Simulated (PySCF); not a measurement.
SMILES S/C=C\c1cccs1 (C₆H₆S₂) (GFN2-xTB optimised geometry):

```
14

S     -3.222    -0.737     0.285
C     -1.905    -1.857     0.067
C     -0.583    -1.660    -0.024
C      0.219    -0.473     0.000
C      1.593    -0.473     0.000
C      2.163     0.813     0.000
C      1.230     1.800    -0.007
S     -0.369     1.171    -0.012
H     -2.511     0.369     0.476
H     -2.293    -2.862     0.006
H      0.015    -2.558    -0.133
H      2.173    -1.378     0.004
H      3.222     0.997     0.003
H      1.370     2.862    -0.010
```

Level of theory: PBE0/def2-TZVP (PySCF).

**Question.** What are the frontier orbital energies and the dipole moment?

**Answer.** HOMO-2 -7.77 eV, HOMO-1 -7.42 eV, HOMO -5.91 eV, LUMO -1.24 eV, LUMO+1 0.18 eV; dipole moment 1.49 D.

Meta-Löwdin charges at PBE0/def2-TZVP: S1 0.02, C2 -0.23, C3 -0.15, C4 -0.12, C5 -0.16, C6 -0.15, C7 -0.27, S8 0.27, H9 0.10, H10 0.14, H11 0.13, H12 0.13, H13 0.14, H14 0.15.
